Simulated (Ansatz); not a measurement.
C2H3F3Sn (`C=[CH][Sn]([F])([F])[F]`), relaxed with RKS PBE0-D4/def2-TZVP in Ansatz from a PBE-D4/def2-SVP geometry. The force threshold is 0.005 eV/Å; the program also tests the step.

The species carries charge 0 and has multiplicity 1. Sn takes the def2 core potential.

Start:

```xyz
9

C     1.378    0.589    0.763
C     0.035    0.563    0.796
Sn   -0.966   -0.543   -0.721
F    -2.045   -2.051   -0.138
F     0.414   -1.292   -1.876
F    -2.161    0.446   -1.893
H     1.954    1.146    1.523
H     1.956    0.062   -0.014
H    -0.565    1.081    1.561
```

```tsv
step	energy (eV)	largest force (eV/Å)	largest move (Å)
1	-16101.1830	1.076	0.000
2	-16101.3018	0.174	0.064
3	-16101.3058	0.031	0.031
4	-16101.3058	0.065	0.032
5	-16101.3068	0.034	0.018
6	-16101.3069	0.017	0.006
7	-16101.3069	0.002	0.002
```

End:

```xyz
9

C     1.369    0.595    0.766
C     0.044    0.539    0.767
Sn   -0.940   -0.547   -0.724
F    -2.018   -1.992   -0.135
F     0.335   -1.322   -1.901
F    -2.115    0.437   -1.841
H     1.902    1.153    1.531
H     1.977    0.097    0.018
H    -0.554    1.040    1.519
```

Run time 35 s (4 threads of a server CPU on a shared host); peak host memory 0.63 GiB.
